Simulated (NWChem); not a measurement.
# C$_{4}$H$_{4}$O$_{2}$; SMILES C1=COC=CO1

Computed with NWChem. Pople sets run with spherical d functions. All runs use the structure optimised with PBE-D3(BJ)/def2-SVP. Level: M06-2X/6-31G* with SMD (1 M gas to 1 M solution), gas-phase geometry.

Q: Order these by “cavity-dispersion-structure term (kcal/mol)”, lowest first: acetonitrile; diethyl ether; water.

A: diethyl ether (-0.3), acetonitrile (1.1), water (4.7)
